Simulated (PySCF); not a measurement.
A structure optimised at PBE0-D3(BJ)/def2-SVP, used in a PySCF frequency run:

```
Al
O 1 1.6885
H 2 0.9579 1 125.59
O 1 1.6885 2 117.52 3 -180.00
H 4 0.9579 1 125.59 2 180.00
I 1 2.4701 2 121.24 3 0.00
```
Charge 0, spin multiplicity 1.

Write its SMILES, formula and point group.

[OH][Al]([OH])[I], AlH2IO2, C2v

What are its rotational constants (standard atomic weights)?

6.5140, 1.3705, 1.1323 GHz
